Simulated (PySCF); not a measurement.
**Stretching SrAl**

Set-up: basis Sr def2-SVPD with ECP28, Al def2-SVPD; scalar-relativistic core potentials; PySCF 2.14. Energies in eV from Sr + Al in their ground configurations at the same level. State: ²Π (doublet), unpaired electrons π ↑.

| R (Å) | MN15 |
| --- | --- |
| 2.872 | -0.1722 |
| 3.006 | -0.3518 |
| 3.140 | -0.4572 |
| 3.240 | -0.5015 |
| 3.340 | -0.5242 |
| 3.440 | -0.5309 |
| 3.574 | -0.5226 |
| 3.741 | -0.4946 |
| 3.941 | -0.4476 |
| 4.208 | -0.3774 |

Q: Put a parabola through the three lowest points of the MN15 curve and estimate Re, k and ωe (reduced mass 20.64 u; 1 eV/Å² = 0.16022 mdyn/Å; ωe = 1302.8·√(k/μ) cm⁻¹).

A: Through R = 3.34, 3.44, 3.574 Å the second-order coefficient is 0.551 eV/Å², so Re ≈ 3.451 Å, k ≈ 0.177 mdyn/Å and ωe ≈ 120 cm⁻¹. A polynomial fit of higher order to the unrounded MN15 energies gives Re = 3.443 Å, k = 0.181 mdyn/Å, ωe = 122 cm⁻¹; anharmonicity and rounding make the difference.

The higher-order fit for each curve: MN15: Re = 3.443 Å, ωe = 122 cm⁻¹, De = 0.53 eV.

Spin–orbit coupling is left out. The state was picked by a PBE0 search and need not be the measured ground state.
